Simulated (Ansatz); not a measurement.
Breaking the Si1–H2 bond in FHSi (SMILES F[SiH]) (multiplicity 1 held, fragments rigid). Energies count from the point at 1.538 Å.
Geometry at that point (charge 0, multiplicity 1):
```xyz
3

Si    -0.207    -0.345     0.450
H     -1.003    -1.195    -0.556
F      0.434     0.670    -0.638
```

Signs of static correlation in cc-pV(T+d)Z, with CASSCF(2,2), from Ansatz (a first-principles code) runs.

```csv
R (Å),T1 of restricted CCSD,⟨S²⟩ of UHF,largest double amplitude of restricted CCSD,weight of the CASSCF reference in MRCISD,CASSCF natural occupations
1.230,0.015,0.361,0.107,0.919,1.99 0.01
1.384,0.015,0.320,0.101,0.919,1.99 0.01
1.538,0.015,0.277,0.092,0.919,1.98 0.02
1.692,0.015,0.231,0.081,0.918,1.97 0.03
1.846,0.016,0.184,0.069,0.918,1.96 0.04
2.076,0.018,0.113,0.106,0.918,1.93 0.07
2.307,0.022,0.388,0.164,0.918,1.88 0.12
2.692,(withheld),0.786,0.269,0.919,1.76 0.24
3.076,0.055,0.933,0.398,0.919,1.60 0.40
3.538,0.085,0.996,0.586,0.919,1.38 0.62
4.153,(withheld),1.019,0.824,0.919,1.19 0.81
4.922,0.135,1.025,1.004,0.919,1.07 0.93
```

Task: What belongs in the gaps?

Result: 
- 2.692, T1 of restricted CCSD: 0.035
- 4.153, T1 of restricted CCSD: 0.117

Doubts at one or more of the structures used: a restricted determinant that unrestricted orbitals would lower (R-CCSD(T)/cc-pV(T+d)Z); T1 above 0.05 (R-CCSD(T)/cc-pV(T+d)Z, U-CCSD(T)/cc-pV(T+d)Z); other coupled-cluster roots lie near (R-CCSD(T)/cc-pV(T+d)Z); a spin-contaminated determinant (U-CCSD(T)/cc-pV(T+d)Z).
